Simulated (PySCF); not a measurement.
## One molecule, many functionals

Species: C6H12O.
SMILES: `OC1CCCCC1`

Linear-response calculations in the def2-SVPD basis (PySCF; singlets by full response, triplets Tamm–Dancoff, core orbitals frozen in the response; HF means time-dependent Hartree–Fock). 'Strongest' is the level of largest summed f among the singlets computed (10 roots, of which the last may lack a degenerate partner); it can jump between rows when another state enters that window. S1 is the lowest singlet of each run and needn't be the same state throughout; f(S1) is that of one state. The structure is a single PBE0-D3(BJ)/def2-SVP conformer in the gas phase; no vibrational or solvent corrections.

| functional | kind | S1 (eV) | f(S1) | strongest (eV) | T1 (eV) | HOMO (eV) | gap (eV) | ionisation energy, ΔSCF (eV) |
| --- | --- | --- | --- | --- | --- | --- | --- | --- |
| LDA | LDA | 6.11 | 0.006 | 7.67 | 5.98 | -6.20 | 6.06 | 9.27 |
| PBE | GGA | 6.07 | 0.005 | 7.27 | 5.93 | -6.06 | 6.03 | 9.13 |
| B3LYP | global hybrid, 20% exact exchange | 6.71 | 0.012 | 7.96 | 6.50 | -7.39 | 7.79 | 9.61 |
| PBE0 | global hybrid, 25% exact exchange | 6.96 | 0.012 | 8.21 | 6.72 | -7.61 | 8.31 | 9.61 |
| CAM-B3LYP | range-separated hybrid | 7.07 | 0.014 | 8.49 | 6.79 | -9.08 | 10.43 | 9.90 |
| wB97X-D | range-separated hybrid | 7.31 | 0.015 | 9.25 | 7.11 | -9.53 | 11.90 | 9.81 |
| LC-wPBE | range-separated hybrid | 7.59 | 0.015 | 9.67 | 7.25 | -10.37 | 12.83 | 10.08 |
| HF | Hartree–Fock | 8.67 | 0.014 | 10.53 | 8.23 | -11.32 | 14.07 | not settled |

Question: What does BHandHLYP (global hybrid, 50% exact exchange) give?

Answer: S1 (eV) 7.53, f(S1) 0.013, strongest (eV) 8.89, T1 (eV) 7.24, HOMO (eV) -9.10, gap (eV) 10.31, ionisation energy, ΔSCF (eV) 9.94. S1 runs from 6.07 eV (PBE) to 8.67 eV (HF), a spread of 2.60 eV, while the orbital gap spreads over 8.0 eV. Along PBE (0%), B3LYP (20%), PBE0 (25%), BHandHLYP (50%), HF (100%) S1 rises with the share of exact exchange. −ε(HOMO) comes closest to its own ΔSCF ionisation energy with wB97X-D (-0.28 eV) and misses most with PBE (-3.08 eV). 'Not settled' means that the ion's SCF failed to converge or may have ended in another state than the lowest.
